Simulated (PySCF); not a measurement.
A structure optimised at PBE-D3(BJ)/def2-SVP, used in a PySCF frequency run:

```
C
H 1 1.1082
H 1 1.1130 2 107.39
C 1 1.5201 2 112.65 3 -124.49
H 4 1.1078 1 111.53 2 177.04
H 4 1.1082 5 108.05 1 -121.51
H 4 1.1103 5 108.47 6 -116.76
Se 1 1.9680 2 107.05 3 108.81
Cl 8 2.2181 1 97.42 2 61.94
```
Charge 0, spin multiplicity 1.

**Question.** Write its SMILES and formula.

**Answer.** CC[Se]Cl, C₂H₅ClSe

**Question.** What are its rotational constants (standard atomic weights)?

**Answer.** 4.2575, 2.7082, 1.7804 GHz
